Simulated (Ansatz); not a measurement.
Reaction (SMILES): CC[O][GeH3] -> [CH2]C[O][GeH3] + H atom (the C-H bond at the site shown breaks; other sites are not compared here)
Structures are relaxed separately at B3LYP-D3(BJ)/def2-TZVP in Ansatz (an electronic-structure program), one conformer each, not searched for the lowest.
Geometry of the first species:
SMILES: CC[O][GeH3]
```xyz
12

C      2.8889    -0.1220     0.0285
C      1.5041    -0.0035    -0.5744
O      0.5411    -0.0702     0.4702
Ge    -1.1939     0.0443     0.0486
H      2.9927    -1.0698     0.5583
H      3.0651     0.6882     0.7374
H      3.6512    -0.0739    -0.7523
H      1.4112     0.9457    -1.1198
H      1.3388    -0.8127    -1.2989
H     -1.9285    -0.0620     1.3888
H     -1.4550     1.3955    -0.6493
H     -1.5584    -1.1130    -0.9047
```
Charge 0, spin multiplicity 1.

Property: bond dissociation energy (electronic energy difference), in kcal/mol. Cores are frozen in the correlated levels unless marked. UHF or UKS for open shells. No spin-orbit coupling. Frozen are the shells of the preceding noble gas and the d and f shells that filled before the atom's block. No relativistic terms. CBS marks a two-point X^-3 extrapolation of the correlation energy; Hartree-Fock from the larger set.

```json
[
 {"level": "HF/aug-cc-pVTZ", "program": "Ansatz", "bond dissociation energy (kcal/mol)": "84.2"},
 {"level": "SVWN5/def2-TZVPD", "program": "Ansatz", "bond dissociation energy (kcal/mol)": "118.0"},
 {"level": "BHLYP-D4/def2-TZVPD", "program": "Ansatz + dftd4", "bond dissociation energy (kcal/mol)": "106.8"},
 {"level": "B2PLYP/def2-TZVPD", "program": "Ansatz", "bond dissociation energy (kcal/mol)": "107.8"},
 {"level": "MP2/STO-3G", "program": "Ansatz", "bond dissociation energy (kcal/mol)": "123.9"},
 {"level": "SCS-MP2/STO-3G", "program": "Ansatz", "bond dissociation energy (kcal/mol)": "125.5"},
 {"level": "CCSD(T)/CBS(cc-pVTZ,cc-pVQZ)", "program": "Ansatz", "bond dissociation energy (kcal/mol)": "110.7"}
]
```
